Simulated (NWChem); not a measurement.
Species: CH2ClF3Si; SMILES F[Si](Cl)(CF)F

```xyz
8

F     -0.5038    -2.5077     0.0000
C     -1.0683    -1.2563     0.0000
Si     0.2528     0.0687     0.0000
F      1.2000    -0.0511     1.2891
F      1.2000    -0.0511    -1.2891
Cl    -0.6334     1.9022     0.0000
H     -1.7136    -1.1353     0.8887
H     -1.7136    -1.1353    -0.8887
```
Atoms are numbered in this order, from 1.

Computed with NWChem. Pople sets run with spherical d functions. Medium grid unless said otherwise, to which SCAN and Minnesota functionals are sensitive. Structure relaxed at the PBE0/def2-SVP level. Total energies of different functionals are on different scales.

| level | energy (Ha) | highest occupied level (eV) | orbital gap (eV) | dipole (D) |
|---|---|---|---|---|
| B3LYP/6-31G* | -1088.6791 | -8.99 | 9.52 | 1.98 |
| PBE/6-31G* | -1087.9723 | -7.55 | 7.28 | 1.86 |
| RPBE/6-31G* | -1088.5257 | -7.50 | 7.35 | 1.81 |
| BHandHLYP/6-31G* | -1088.5269 | -10.86 | 12.66 | 2.15 |
| r2SCAN0/6-31G* | -1088.4055 | -9.61 | 10.50 | 2.06 |
| KT2/6-31G* | -1099.0572 | -7.75 | 7.28 | 1.91 |
| M06/6-31G* | -1088.5044 | -9.42 | 10.12 | 2.14 |
| BP86/6-31G* | -1088.7041 | [?] | 7.35 | 1.86 |
| M06-2X/6-31G* | -1088.4927 | -10.78 | 12.41 | 2.01 |

**Question.** What belongs in the gaps?

**Answer.** 
- BP86/6-31G*, highest occupied level (eV): -7.68
